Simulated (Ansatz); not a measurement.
Geometry optimisation, Ansatz, RKS PBE0-D4/def2-SVP.

Input file:

```yaml
crystal:
  periodic: [false, false, false]
  atoms:
    - { symbol: Hf, position_ang: [-0.695046, 0.543756, 0.213463] }
    - { symbol: F, position_ang: [1.356454, -1.965469, -1.384366] }
    - { symbol: Cl, position_ang: [-1.146512, 1.202786, -1.985275] }
    - { symbol: Cl, position_ang: [-2.316786, 1.303239, 1.717058] }
    - { symbol: O, position_ang: [1.009009, 1.078934, 0.799182] }
    - { symbol: H, position_ang: [0.676263, -2.165553, -0.809593] }
    - { symbol: H, position_ang: [-0.704587, -1.469227, 0.322905] }
    - { symbol: H, position_ang: [1.821304, 1.471533, 1.126526] }
basis:
  gaussian: { orbitals: def2-SVP }
hamiltonian:
  xc: pbe0
  dispersion: d4
relax:
  f_tol: 0.03
  max_steps: 50
```

Run as:

```bash
$ ansatz run input.yaml --threads 2 --pin off --max-ram 3072MiB --backend cpu --events-out ev --progress --plain --runs-dir out
```

Q: Where does it end, and by what steps?

A: It converged. After 28 steps the energy has fallen by 2.137 eV; H6 moved furthest, 1.76 Å. Parted: Hf1–H7 (2.02 → 3.28 Å), F2–H6 (0.91 → 2.96 Å). Joined: Hf1–F2 (3.61 → 1.90 Å), H6–H7 (1.92 → 0.76 Å).

```json
{"step": "0", "energy less start (eV)": "0.0000", "largest force component (eV/Å)": "1.470", "accepted": "yes"}
{"step": "1", "energy less start (eV)": "0.0287", "largest force component (eV/Å)": "2.739", "accepted": "no"}
{"step": "2", "energy less start (eV)": "-0.1319", "largest force component (eV/Å)": "0.181", "accepted": "yes"}
{"step": "3", "energy less start (eV)": "-0.1630", "largest force component (eV/Å)": "0.130", "accepted": "yes"}
{"step": "4", "energy less start (eV)": "-0.2041", "largest force component (eV/Å)": "0.125", "accepted": "yes"}
{"step": "5", "energy less start (eV)": "-0.2572", "largest force component (eV/Å)": "0.190", "accepted": "yes"}
{"step": "6", "energy less start (eV)": "-0.3379", "largest force component (eV/Å)": "0.299", "accepted": "yes"}
{"step": "7", "energy less start (eV)": "-0.4339", "largest force component (eV/Å)": "0.349", "accepted": "yes"}
{"step": "8", "energy less start (eV)": "-0.4213", "largest force component (eV/Å)": "0.849", "accepted": "no"}
{"step": "9", "energy less start (eV)": "-0.4660", "largest force component (eV/Å)": "0.216", "accepted": "yes"}
{"step": "10", "energy less start (eV)": "-0.4968", "largest force component (eV/Å)": "0.228", "accepted": "yes"}
{"step": "11", "energy less start (eV)": "-0.5010", "largest force component (eV/Å)": "0.150", "accepted": "yes"}
{"step": "12", "energy less start (eV)": "-0.5117", "largest force component (eV/Å)": "0.219", "accepted": "yes"}
{"step": "13", "energy less start (eV)": "-0.5305", "largest force component (eV/Å)": "0.465", "accepted": "yes"}
{"step": "14", "energy less start (eV)": "-0.6263", "largest force component (eV/Å)": "1.686", "accepted": "yes"}
{"step": "15", "energy less start (eV)": "-1.0904", "largest force component (eV/Å)": "1.326", "accepted": "yes"}
{"step": "16", "energy less start (eV)": "-1.4299", "largest force component (eV/Å)": "2.493", "accepted": "yes"}
{"step": "17", "energy less start (eV)": "-1.6138", "largest force component (eV/Å)": "2.125", "accepted": "yes"}
{"step": "18", "energy less start (eV)": "-1.8263", "largest force component (eV/Å)": "0.999", "accepted": "yes"}
{"step": "19", "energy less start (eV)": "-1.9292", "largest force component (eV/Å)": "0.617", "accepted": "yes"}
{"step": "20", "energy less start (eV)": "-2.0171", "largest force component (eV/Å)": "0.504", "accepted": "yes"}
{"step": "21", "energy less start (eV)": "-2.0743", "largest force component (eV/Å)": "0.779", "accepted": "yes"}
{"step": "22", "energy less start (eV)": "-2.1138", "largest force component (eV/Å)": "0.369", "accepted": "yes"}
{"step": "23", "energy less start (eV)": "-2.1269", "largest force component (eV/Å)": "0.102", "accepted": "yes"}
{"step": "24", "energy less start (eV)": "-2.1297", "largest force component (eV/Å)": "0.098", "accepted": "yes"}
{"step": "25", "energy less start (eV)": "-2.1333", "largest force component (eV/Å)": "0.070", "accepted": "yes"}
{"step": "26", "energy less start (eV)": "-2.1351", "largest force component (eV/Å)": "0.217", "accepted": "yes"}
{"step": "27", "energy less start (eV)": "-2.1366", "largest force component (eV/Å)": "0.096", "accepted": "yes"}
{"step": "28", "energy less start (eV)": "-2.1371", "largest force component (eV/Å)": "0.028", "accepted": "yes"}
```

```xyz
8
Properties=species:S:1:pos:R:3
Hf -0.318 0.566 -0.651
F 0.085 -0.964 -1.710
Cl -0.646 2.391 -2.094
Cl -2.281 0.217 0.604
O 1.137 0.953 0.495
H 0.359 -2.302 0.915
H -0.196 -2.022 1.355
H 1.860 1.161 1.086
```

Whether the end is a true minimum wasn't checked by a vibrational analysis.

Time of the run: 2.3 min on 2 threads of AMD EPYC 7R13 Processor (Zen 3), on a shared host, peak memory 0.28 GiB.
